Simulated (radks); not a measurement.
Question: The xenon ion Xe20+, configuration [Ar] 3d10 4s2 4p4. All-electron calculation, scalar-relativistic Kohn-Sham, r2SCAN, spin-polarised, spherical densities, finite nucleus; open shells are filled with parallel spins first (spin-orbit coupling, left out, can overturn this in heavy ions); meta-GGA in the generalised Kohn-Sham scheme; Fermi nuclear charge, rms radius 4.7859 fm. Program: a radial shooting solver on a logarithmic mesh with Libxc functionals. Some entries of the table are withheld. Estimate them.

| orbital | occ. | eigenvalue (hartree) | <r^2> (bohr^2) |
|---|---|---|---|
| 1s up | 1 | -1286.190 | 0.0009642 |
| 1s down | 1 | -1286.135 | 0.0009642 |
| 2s up | 1 | -218.2024 | 0.01545 |
| 2s down | 1 | -218.1904 | 0.01545 |
| 2p up | 3 | -197.8701 | 0.01225 |
| 2p down | 3 | -197.8318 | 0.01225 |
| 3s up | 1 | -60.33596 | 0.1049 |
| 3s down | 1 | -60.30254 | 0.1048 |
| 3p up | 3 | -53.71202 | 0.1046 |
| 3p down | 3 | -53.66696 | 0.1045 |
| 3d up | 5 | -44.01104 | 0.08973 |
| 3d down | 5 | -43.96236 | 0.08957 |
| 4s up | 1 | -24.79901 | 0.4769 |
| 4s down | 1 | -24.53350 | 0.4783 |
| 4p up | 3 | (1) | 0.5107 |
| 4p down | 1 | (2) | 0.5124 |

Answer: 
(1) 4p up eigenvalue (hartree): -22.43490
(2) 4p down eigenvalue (hartree): -22.17573
